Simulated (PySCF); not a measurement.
PySCF input (HF/def2-TZVPD):

```python
from pyscf import gto, scf, dft

mol = gto.M(
    atom='''
    Si    0.33438201    0.06043928   -0.10984334
    Cl   -0.36975642   -0.15122136    1.79964164
    Cl   -1.15573289   -0.07629187   -1.47472062
    O     0.95267274    1.57879298    0.03893271
    O     1.42251132   -1.06368825   -0.53189218
    H     2.25049786   -1.09926305   -0.04217513
    ''',
    basis='def2-tzvpd',
    charge=0,
    spin=1,
    verbose=4,
)

mf = scf.UHF(mol).density_fit(auxbasis='def2-universal-jkfit')
mf.conv_tol = 1e-9
mf.max_cycle = 100
mf.max_memory = 1500
mf.kernel()
if not mf.converged:
    mf = mf.newton()
    mf.kernel(mf.make_rdm1())
for _ in range(2):
    mo, _, stable, _ = mf.stability(return_status=True)
    if stable:
        break
    mf.kernel(mf.make_rdm1(mo, mf.mo_occ))
mf.analyze()
```

End of the output:

```
Extra cycle  E= -1358.50941254026  delta_E= -1e-11  |g|= 2.27e-06  |ddm|= 3.57e-06
converged SCF energy = -1358.50941254026  <S^2> = 0.75734069  2S+1 = 2.0073273
uhf_internal: lowest eigs of H = [0.01544289 0.15821893 0.51563124]
<class 'pyscf.df.df_jk.DFUHF'> wavefunction is stable in the internal stability analysis
**** SCF Summaries ****
Total Energy =                       -1358.509412540257244
Nuclear Repulsion Energy =             365.348323584733691
One-electron Energy =                -2607.236595799772658
Two-electron Energy =                  883.378859674781779
Two-electron Coulomb Energy =          975.945614532863488
DFT Exchange-Correlation Energy =      -92.566754858081708
HOMO-LUMO gap [eV] =                    13.532978908282432
**** MO energy ****
                             alpha | beta                alpha | beta
MO #1   energy= -104.852381750767  | -104.852377247755  occ= 1 | 1
MO #2   energy= -104.850263434017  | -104.8496148108    occ= 1 | 1
MO #3   energy= -68.9029897921783  | -68.9034763151263  occ= 1 | 1
MO #4   energy= -20.6528896310634  | -20.6146081772245  occ= 1 | 1
MO #5   energy= -20.6046824942296  | -20.6045989877344  occ= 1 | 1
MO #6   energy= -10.5821311915703  | -10.5821297478267  occ= 1 | 1
MO #7   energy= -10.5799311211693  | -10.5793032948717  occ= 1 | 1
MO #8   energy= -8.04882614084014  | -8.04885175157198  occ= 1 | 1
MO #9   energy= -8.04780592658153  | -8.04774749783215  occ= 1 | 1
MO #10  energy= -8.0476950502004   | -8.04769623108362  occ= 1 | 1
MO #11  energy= -8.04715247642015  | -8.04586511199678  occ= 1 | 1
MO #12  energy= -8.04577651261839  | -8.04505942527417  occ= 1 | 1
MO #13  energy= -8.0454221460167   | -8.04428040914471  occ= 1 | 1
MO #14  energy= -6.2393863607104   | -6.24008941305293  occ= 1 | 1
MO #15  energy= -4.34812551375654  | -4.34868382497317  occ= 1 | 1
MO #16  energy= -4.34749361672672  | -4.34841600605031  occ= 1 | 1
MO #17  energy= -4.34710779539876  | -4.34773854543304  occ= 1 | 1
MO #18  energy= -1.41285811412233  | -1.39308546636148  occ= 1 | 1
MO #19  energy= -1.38456095946236  | -1.2501760923443   occ= 1 | 1
MO #20  energy= -1.13388036295494  | -1.12899021718874  occ= 1 | 1
MO #21  energy= -1.11190798295803  | -1.1084550135112   occ= 1 | 1
MO #22  energy= -0.787598814736434 | -0.784638919919736 occ= 1 | 1
MO #23  energy= -0.712089237391948 | -0.6772826364328   occ= 1 | 1
MO #24  energy= -0.688696035361477 | -0.622660899356214 occ= 1 | 1
MO #25  energy= -0.63470712864609  | -0.609510709415214 occ= 1 | 1
MO #26  energy= -0.617770167160175 | -0.571306261486047 occ= 1 | 1
MO #27  energy= -0.575488997319249 | -0.551951131815593 occ= 1 | 1
MO #28  energy= -0.573858399038668 | -0.53335941516373  occ= 1 | 1
MO #29  energy= -0.540368227658345 | -0.507833416941511 occ= 1 | 1
MO #30  energy= -0.510563940242    | -0.492551601733753 occ= 1 | 1
MO #31  energy= -0.497168181302987 | -0.487118303025734 occ= 1 | 1
MO #32  energy= -0.486708363956684 | -0.475087792704303 occ= 1 | 1
MO #33  energy= -0.476035602840178 | 0.0222400133227726 occ= 1 | 0
MO #34  energy= 0.0415642720062743 | 0.0427846343727415 occ= 0 | 0
MO #35  energy= 0.0642661594806887 | 0.0644606772956685 occ= 0 | 0
MO #36  energy= 0.0662996719592388 | 0.0702224736448466 occ= 0 | 0
MO #37  energy= 0.0768361692378374 | 0.0782498433704273 occ= 0 | 0
MO #38  energy= 0.0918570874009615 | 0.092097692829496  occ= 0 | 0
MO #39  energy= 0.0968881963688601 | 0.0969434215324175 occ= 0 | 0
MO #40  energy= 0.100928313281746  | 0.102538256283894  occ= 0 | 0
MO #41  energy= 0.108145901294762  | 0.108594280659212  occ= 0 | 0
MO #42  energy= 0.116474917414035  | 0.118374430195418  occ= 0 | 0
MO #43  energy= 0.144017756402674  | 0.145587318473767  occ= 0 | 0
MO #44  energy= 0.150717674638932  | 0.151405891281569  occ= 0 | 0
MO #45  energy= 0.164127659061307  | 0.165540712542619  occ= 0 | 0
MO #46  energy= 0.16641415907183   | 0.17337085742978   occ= 0 | 0
MO #47  energy= 0.174096901448147  | 0.184754312776204  occ= 0 | 0
MO #48  energy= 0.185532455298548  | 0.187051336978384  occ= 0 | 0
MO #49  energy= 0.191505601560133  | 0.193590142865727  occ= 0 | 0
MO #50  energy= 0.192949865341261  | 0.197434915198084  occ= 0 | 0
MO #51  energy= 0.223409545854728  | 0.224811548516246  occ= 0 | 0
MO #52  energy= 0.230884979227192  | 0.234672097863633  occ= 0 | 0
MO #53  energy= 0.237327383617825  | 0.237748067904908  occ= 0 | 0
MO #54  energy= 0.269095552803734  | 0.269420761063856  occ= 0 | 0
MO #55  energy= 0.274089424188617  | 0.27545561348842   occ= 0 | 0
MO #56  energy= 0.281620910312514  | 0.282881452604046  occ= 0 | 0
MO #57  energy= 0.283507087480656  | 0.287146425548585  occ= 0 | 0
MO #58  energy= 0.290419981934537  | 0.291310278598592  occ= 0 | 0
MO #59  energy= 0.296618466603277  | 0.30041525249486   occ= 0 | 0
MO #60  energy= 0.301660601152689  | 0.304855952627627  occ= 0 | 0
MO #61  energy= 0.319774824170982  | 0.324896167689274  occ= 0 | 0
MO #62  energy= 0.328511989119827  | 0.336782295337831  occ= 0 | 0
MO #63  energy= 0.344366581036199  | 0.345824526899942  occ= 0 | 0
MO #64  energy= 0.351571795790022  | 0.352929651397184  occ= 0 | 0
MO #65  energy= 0.359543342239118  | 0.361011624583476  occ= 0 | 0
MO #66  energy= 0.368633308882445  | 0.369947817901094  occ= 0 | 0
MO #67  energy= 0.374719211205134  | 0.377781370060735  occ= 0 | 0
MO #68  energy= 0.380392890703805  | 0.382382170453198  occ= 0 | 0
MO #69  energy= 0.383322649453624  | 0.393044585327239  occ= 0 | 0
MO #70  energy= 0.393009050597141  | 0.395726600812823  occ= 0 | 0
MO #71  energy= 0.400585432860873  | 0.402674034641359  occ= 0 | 0
MO #72  energy= 0.415984260184713  | 0.425034900089319  occ= 0 | 0
MO #73  energy= 0.432384753687215  | 0.433270090623825  occ= 0 | 0
MO #74  energy= 0.478960929651427  | 0.483228460368968  occ= 0 | 0
MO #75  energy= 0.494007586416796  | 0.497304985954514  occ= 0 | 0
MO #76  energy= 0.499237245693198  | 0.503564889575986  occ= 0 | 0
MO #77  energy= 0.53534945718289   | 0.538988582479509  occ= 0 | 0
MO #78  energy= 0.544663421506529  | 0.548372675337034  occ= 0 | 0
MO #79  energy= 0.559469167889397  | 0.560420888333371  occ= 0 | 0
MO #80  energy= 0.563822814792686  | 0.572152761328274  occ= 0 | 0
MO #81  energy= 0.585775658458868  | 0.589414319465296  occ= 0 | 0
MO #82  energy= 0.593848349468146  | 0.599891691017198  occ= 0 | 0
MO #83  energy= 0.617043695735168  | 0.61918995362575   occ= 0 | 0
MO #84  energy= 0.631384941910038  | 0.636788646310867  occ= 0 | 0
MO #85  energy= 0.656387367810979  | 0.662669385998641  occ= 0 | 0
MO #86  energy= 0.668968437070967  | 0.671782160129462  occ= 0 | 0
MO #87  energy= 0.680893368590234  | 0.68482526197138   occ= 0 | 0
MO #88  energy= 0.700100948689395  | 0.701932286497607  occ= 0 | 0
MO #89  energy= 0.710243552148694  | 0.718714277547926  occ= 0 | 0
MO #90  energy= 0.735867285222363  | 0.737066394861088  occ= 0 | 0
MO #91  energy= 0.75433732527059   | 0.756434157693946  occ= 0 | 0
MO #92  energy= 0.777601814429446  | 0.779543750510364  occ= 0 | 0
MO #93  energy= 0.788747771389418  | 0.795964506607938  occ= 0 | 0
MO #94  energy= 0.79977088943226   | 0.80011257457266   occ= 0 | 0
MO #95  energy= 0.803958072896599  | 0.805989516281568  occ= 0 | 0
MO #96  energy= 0.812228011981198  | 0.813932601914021  occ= 0 | 0
MO #97  energy= 0.81430400803527   | 0.818342191399153  occ= 0 | 0
MO #98  energy= 0.829964286788042  | 0.831221291703084  occ= 0 | 0
MO #99  energy= 0.844475012362101  | 0.847529997779434  occ= 0 | 0
MO #100 energy= 0.85015708765153   | 0.853334826344077  occ= 0 | 0
MO #101 energy= 0.861577837716928  | 0.8694555761301    occ= 0 | 0
MO #102 energy= 0.903520383192464  | 0.910052527023773  occ= 0 | 0
MO #103 energy= 0.911554381121673  | 0.91504662719863   occ= 0 | 0
MO #104 energy= 0.923141806304285  | 0.931276433777762  occ= 0 | 0
[...]
```

It need not be the lowest isomer of its formula.
